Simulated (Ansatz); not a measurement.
Reaction (SMILES): N[SiH2]O[SiH2]N + H+ → N[SiH2]O[SiH2][NH3+]
Structures are relaxed separately at B3LYP-D3(BJ)/def2-TZVP in Ansatz (an electronic-structure program), one conformer each, not searched for the lowest.
Geometry of the first species:
```xyz
13

N      2.4636     0.4837     0.1119
Si     1.4059    -0.8536    -0.0272
O     -0.1418    -0.5062    -0.4425
Si    -1.6445    -0.0540     0.0332
N     -1.9018     1.6281     0.2079
H      2.8049     0.9769    -0.6975
H      2.4767     1.0666     0.9330
H      1.9330    -1.7234    -1.0962
H      1.3899    -1.5179     1.2953
H     -2.5684    -0.5355    -1.0118
H     -1.9109    -0.6608     1.3565
H     -1.5990     2.1290     1.0275
H     -1.9841     2.2383    -0.5894
```

Quantity: proton affinity (electronic energy difference), positive where the reaction releases energy, in eV. Valence correlation only, unless marked. No spin-orbit coupling. Non-relativistic. Basis-set limits of correlation are two-point, X^-3; Hartree-Fock from the larger set.

```
level                                        program  proton affinity (eV)
------------------------------------  --------------  --------------------
BLYP-D4/def2-TZVPD                    Ansatz + dftd4            (withheld)
PBE0-D4/def2-TZVPD                    Ansatz + dftd4                  9.84
HSE06-D4/def2-TZVPD                   Ansatz + dftd4                  9.84
HSE06/def2-TZVPD                              Ansatz                  9.82
LC-wPBE-D3(BJ)/def2-TZVPD             Ansatz + dftd3                  9.85
LC-wPBE/def2-TZVPD                            Ansatz                  9.80
CCSD(T)/CBS(cc-pV(T+d)Z,cc-pV(Q+d)Z)          Ansatz            (withheld)
```

Problem. Some entries are withheld; supply them.

Solution. 
- BLYP-D4/def2-TZVPD, proton affinity (eV): 9.76
- CCSD(T)/CBS(cc-pV(T+d)Z,cc-pV(Q+d)Z), proton affinity (eV): 9.78
